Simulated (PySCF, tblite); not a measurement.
Isomers of C4H10P2S. All values are computed: GFN2-xTB (tblite) harmonic vibrations without scaling, gas phase. Errors from tens to a few hundred cm⁻¹ against measured bands are possible. Modes of hydrogen on phosphorus can be 10 to 20 % off. One conformer each.

Electronic energies: PBE0/pcSseg-1 single points on the GFN2-xTB geometries (PySCF, gas phase).

```tsv
SMILES	electronic energy, lowest = 0 (kcal/mol)
C=C[P@H](=S)CCP	16.7
C[C@@H]1[C@@H](C)P1(P)=S	3.9
PP1CCSCC1	0.0
```

Q: How do GFN2-xTB zero-point energies change the relative energies?

A: 
```csv
SMILES,ZPE (kcal/mol),of it from modes above 1550 cm⁻¹,electronic (kcal/mol),"with ZPE, lowest = 0 (kcal/mol)",lowest mode (cm⁻¹),rings
PP1CCSCC1,81.2,40.3,0.0,0.0,89,1
C[C@@H]1[C@@H](C)P1(P)=S,80.5,40.9,3.9,3.2,63,1
C=C[P@H](=S)CCP,78.3,42.1,16.7,13.8,50,0
```

The zero-point energies span 2.9 kcal/mol, from `C=C[P@H](=S)CCP` to `PP1CCSCC1`. The order is unchanged.

Q: And how do the electronic energies of GFN2-xTB itself compare?

A: `PP1CCSCC1` 0.0; `C[C@@H]1[C@@H](C)P1(P)=S` 5.0; `C=C[P@H](=S)CCP` 16.6 kcal/mol, lowest = 0. Against the energies above, taken from the same isomer `PP1CCSCC1`, the largest difference is 1.1 kcal/mol.

Q: What do entropy and thermal enthalpy add at 298.15 K and 1 bar (rigid rotor, harmonic oscillator, one conformer each)?

A: 
```
                  SMILES  point group  symmetry number  S (cal/(mol K))  H − H(0) (kcal/mol)  ZPE + H − H(0) − TS (kcal/mol)
               PP1CCSCC1           Cs                1             93.4                 6.28                            59.7
C[C@@H]1[C@@H](C)P1(P)=S           C1                1            101.7                 7.26                            57.4
         C=C[P@H](=S)CCP           C1                1            101.3                 7.04                            55.1
```
